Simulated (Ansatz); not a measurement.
FH2OSn (`[OH][SnH][F]`) radical, relaxed with UKS PBE0-D4/def2-TZVP in Ansatz from a PBE-D4/def2-SVP geometry. The force threshold is 0.005 eV/Å; the program also tests the step.

Total charge 0; spin multiplicity 2. Sn: def2 effective core potential.

Start:

```xyz
5

O     0.027    0.494    1.296
Sn   -0.243    0.385   -0.704
F    -0.557   -1.542   -1.026
H    -0.609   -0.076    1.774
H     1.382    0.739   -1.340
```

```csv
step,energy (eV),largest force (eV/Å),largest move (Å)
1,-10625.8829,1.060,0.000
2,-10625.9491,0.260,0.063
3,-10625.9541,0.066,0.016
4,-10625.9545,0.014,0.009
5,-10625.9545,0.006,0.007
6 (rejected),-10625.9545,0.009,0.003
7,-10625.9545,0.001,0.001
```

End:

```xyz
5

O    -0.018    0.499    1.262
Sn   -0.215    0.392   -0.687
F    -0.551   -1.491   -0.970
H    -0.582   -0.117    1.738
H     1.366    0.717   -1.342
```

Hardware: 2 threads of a server CPU on a shared host. Wall time 24 s, peak host memory 0.27 GiB.
